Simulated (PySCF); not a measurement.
B(OH)(SeH)2 (BH3OSe2), SMILES OB([SeH])[SeH]. Atoms are numbered in the order given.

```xyz
7

B      0.6785     0.0017     0.0000
O      2.0264     0.0852     0.0000
H      2.4879    -0.7586     0.0000
Se    -0.3553    -1.6653     0.0000
H      0.8087    -2.5689     0.0000
Se    -0.2707     1.7100     0.0000
H     -1.6150     1.1159     0.0000
```
Charge 0, spin multiplicity 1.

Geometry: PBE0-D3(BJ)/def2-SVP. The structure was generated by enumeration, and PubChem lists no compound with its InChIKey, so it may never have been made. Other conformers were not sampled.

All values below come from PBE/pcSseg-1 (PySCF).

GIAO shieldings, no solvent; atoms listed in one row are averaged. δ = σ(ref) − σ: ¹¹B against BF3 (σ = 83.9 ppm); ¹⁷O against H2O (σ = 334.3 ppm); ¹H against TMS (σ = 31.49 ppm); ⁷⁷Se against Me2Se (σ = 1634.8 ppm), references at their B3LYP-D3(BJ)/def2-TZVP geometries, non-relativistic.

Computed chemical shifts:
| nucleus | atoms | count | δ (ppm) |
|---|---|---|---|
| ¹¹B | B1 | 1 | 39.6 |
| ¹⁷O | O2 | 1 | 192.5 |
| ¹H | H3 | 1 | 5.11 |
| ¹H | H5, H7 | 2 | 1.80 |
| ⁷⁷Se | Se4 | 1 | -162.4 |
| ⁷⁷Se | Se6 | 1 | -180.0 |
